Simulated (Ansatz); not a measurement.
[GaF4]- (GaF4⁻) was relaxed with PBE0-D4 (def2-SVPD) in Ansatz in these states: charge -1 singlet, neutral doublet. The geometries follow in no particular order.

A:

Cartesian coordinates in Å:
```
Ga 0.000 0.000 0.000
F -1.208 0.576 1.197
F 0.194 -1.779 0.154
F 1.577 0.803 0.306
F -0.562 0.400 -1.658
```

B:

```
atom    x (Å)    y (Å)    z (Å)
 Ga1  -0.2660  -0.1292  -0.1022
  F2   0.5750   1.2387   0.8904
  F3  -1.0208  -1.3382   0.8854
  F4   1.6200  -0.1812  -0.0537
  F5  -0.9082   0.4099  -1.6199
```

Judge from the bond lengths which geometry belongs to which state (an estimate).

A is the charge -1 singlet (Ga1–F2 1.796 Å, Ga1–F4 1.796 Å, Ga1–F5 1.796 Å); B is the neutral doublet (Ga1–F2 1.888 Å, Ga1–F4 1.887 Å, Ga1–F5 1.734 Å).

In the charge 0 doublet, F2 and F4 lie 2.00 Å apart (atoms count from 1), so these atoms are partly bonded to each other.
